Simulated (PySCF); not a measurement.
# Electron correlation in C²⁺ (carbon, charge +2)

[He] 2s2, closed-shell 1S. Calculation: PySCF 2.14, in dyall-av3z (15s9p3d2f, 71 functions); the non-relativistic Hamiltonian (point nucleus). Frozen: 1s2; 2 electrons correlated; the 14 highest virtual orbitals of each spin left out.

With two correlated electrons CCSD is exact within the correlated space (frozen core and kept virtual orbitals).

```json
{"level": "CCSD", "correlation energy (mhartree)": "-74.71"}
```

Diagnostics: T1 = 0.0092, D1 = 0.0130, largest double amplitude 0.155.

A double-excitation amplitude exceeds 0.15, a sign of near-degeneracy.

Cost of the coupled-cluster step: of the order of 0.5 core-seconds, for 2 correlated electrons.

Iterations:

```
CC2 = 0
CCSD nocc = 1, nmo = 56
frozen orbitals [0, 57, 58, 59, 60, 61, 62, 63, 64, 65, 66, 67, 68, 69, 70]
max_cycle = 100
direct = 0
conv_tol = 1e-08
conv_tol_normt = 1e-06
diis_space = 8
diis_start_cycle = 0
Init t2, MP2 energy = -36.4536007455089  E_corr(MP2) -0.0451884620342122
Init E_corr(CCSD) = -0.0451884620359081
cycle = 1  E_corr(CCSD) = -0.0596674053753878  dE = -0.0144789433  norm(t1,t2) = 0.0641497
cycle = 2  E_corr(CCSD) = -0.0668595016050139  dE = -0.00719209623  norm(t1,t2) = 0.0340354
cycle = 3  E_corr(CCSD) = -0.0748317147370816  dE = -0.00797221313  norm(t1,t2) = 0.0180715
cycle = 4  E_corr(CCSD) = -0.0746643605056019  dE = 0.000167354231  norm(t1,t2) = 0.000292673
cycle = 5  E_corr(CCSD) = -0.0747275498953893  dE = -6.31893898e-05  norm(t1,t2) = 0.00010181
cycle = 6  E_corr(CCSD) = -0.0747080932280018  dE = 1.94566674e-05  norm(t1,t2) = 5.00222e-05
cycle = 7  E_corr(CCSD) = -0.0747050623643403  dE = 3.03086366e-06  norm(t1,t2) = 6.69433e-06
cycle = 8  E_corr(CCSD) = -0.0747051598834799  dE = -9.75191397e-08  norm(t1,t2) = 1.91924e-07
cycle = 9  E_corr(CCSD) = -0.0747051513279147  dE = 8.55556521e-09  norm(t1,t2) = 3.783e-08
CCSD converged
E(CCSD) = -36.48311743480262  E_corr = -0.07470515132791473
```
